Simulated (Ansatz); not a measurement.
Si₂₄AsH₃₄⁻ was relaxed with r2SCAN-D4 (def2-SVP) in Ansatz in these states: charge -1 singlet, charge -1 triplet. The geometries follow in no particular order.

Single mean-field runs in def2-SVP are fitted with def2-universal-jkfit.

A:

```xyz
59

Si   -2.2808    0.8452    2.0915
Si   -4.8513   -1.9559   -1.7650
Si    1.2147    0.1946    3.5411
Si   -1.6037   -2.3725    0.2102
Si    0.6741    3.2720    1.7357
Si   -2.2174    0.8190   -1.6964
Si    4.0209    2.8000    3.5301
Si    4.3385   -0.4443    1.6129
Si    3.7876    2.7123   -0.2386
Si    1.8731   -2.8514   -1.8016
Si    1.2943    0.2564   -3.6142
Si   -1.4722   -2.3758   -3.5659
Si   -1.0994   -0.1060    3.8919
Si   -1.6667    3.1159    1.9851
Si    1.6858    2.4936    3.7126
Si   -3.8950   -2.8818    0.1725
Si   -4.5219    0.3717   -1.7560
As   -1.1579   -0.0564    0.2227
Si   -3.7717   -2.8576   -3.6503
Si    2.0079   -0.2425    1.3065
Si   -0.4546   -3.2699   -1.6408
Si    1.6563    1.7688    0.1264
Si   -1.0554   -0.0594   -3.5483
Si    4.9589    1.8220    1.5934
Si    2.6044   -0.5992   -1.8345
H    -3.7657    0.6361    2.1826
H    -6.3221   -2.2677   -1.8128
H     1.9348   -0.5837    4.6092
H    -1.0117   -2.8748    1.4949
H     1.0032    4.7214    1.4993
H    -2.0092    2.3020   -1.5965
H     4.6916    2.2241    4.7466
H     4.3281    4.2720    3.5355
H     4.6542   -1.0414    2.9566
H     5.0667   -1.2499    0.5827
H     3.7358    4.2113   -0.1217
H     4.4322    2.3876   -1.5514
H     2.4752   -3.6064   -0.6434
H     2.2024   -3.6938   -3.0107
H     1.4705    1.7473   -3.7554
H     1.5840   -0.2869   -4.9928
H    -0.8218   -2.9775   -4.7812
H    -1.5554    0.5381    5.1720
H    -1.4376   -1.5649    4.0049
H    -2.1422    3.8141    3.2293
H    -2.3676    3.7757    0.8324
H     1.2088    3.1523    4.9780
H    -4.5724   -2.3215    1.3896
H    -4.1238   -4.3673    0.1789
H    -5.1933    0.9765   -0.5572
H    -5.1672    0.9683   -2.9753
H    -4.0093   -4.3407   -3.6866
H    -4.3983   -2.2837   -4.8895
H     1.3884   -1.5323    0.8800
H    -0.7366   -4.7507   -1.6083
H     0.7947    1.8302   -1.0925
H    -1.7128    0.5438   -4.7637
H     6.4400    2.0847    1.6024
H     3.8679   -0.8411   -2.6568
```

B:

```xyz
59

Si   -2.254   -1.910    0.722
Si   -1.412   -3.229   -4.221
Si    0.157   -0.981    3.514
Si    0.802   -2.447   -1.225
Si   -2.260    1.457    2.501
Si   -1.705    0.056   -2.322
Si   -0.301    2.135    5.783
Si    2.822    1.674    3.598
Si    0.382    4.132    2.577
Si    3.713    0.186   -1.481
Si    1.052    2.838   -2.633
Si    1.384   -0.531   -4.446
Si   -1.110   -2.763    2.586
Si   -3.651   -0.196    1.512
Si   -1.389    0.511    4.470
Si   -0.347   -4.171   -2.349
Si   -2.928   -1.588   -3.487
As   -0.516   -0.664   -0.416
Si    0.208   -2.215   -5.601
Si    1.354    0.545    2.154
Si    2.458   -1.471   -2.580
Si   -0.233    2.144    1.488
Si   -0.126    1.111   -3.709
Si    1.352    3.255    4.532
Si    2.410    2.041   -0.902
H    -3.005   -2.968   -0.039
H    -2.125   -4.290   -5.015
H     1.085   -1.563    4.548
H     1.463   -3.021   -0.003
H    -3.111    2.666    2.789
H    -2.659    1.097   -1.809
H     0.326    1.489    6.990
H    -1.301    3.130    6.311
H     3.388    0.744    4.634
H     4.003    2.372    2.971
H    -0.819    4.986    2.873
H     1.367    5.028    1.867
H     4.343   -0.404   -0.254
H     4.859    0.600   -2.373
H     0.074    3.842   -2.099
H     1.879    3.576   -3.659
H     2.399    0.081   -5.373
H    -2.102   -3.247    3.605
H    -0.272   -3.948    2.197
H    -4.581   -0.747    2.555
H    -4.510    0.341    0.402
H    -2.443   -0.192    5.289
H    -1.366   -4.851   -1.481
H     0.622   -5.224   -2.809
H    -3.993   -2.229   -2.644
H    -3.609   -0.976   -4.679
H     1.164   -3.264   -6.094
H    -0.467   -1.635   -6.812
H     2.070   -0.198    1.049
H     3.386   -2.556   -3.067
H    -0.429    2.324    0.000
H    -0.839    1.672   -4.914
H     2.032    4.290    5.396
H     3.309    3.156   -0.420
```

Judge from the bond lengths which geometry belongs to which state (an estimate).

A is the charge -1 singlet (Si1–As18 2.359 Å, Si5–Si22 2.411 Å, Si3–Si20 2.411 Å); B is the charge -1 triplet (Si1–As18 2.422 Å, Si5–Si22 2.368 Å, Si3–Si20 2.368 Å).

At r2SCAN-D4/def2-SVP the highest occupied level of the charge -1 triplet lies above zero (up to 0.05 eV). The electron is either unbound and held by the finite basis, or the level is raised by self-interaction error.
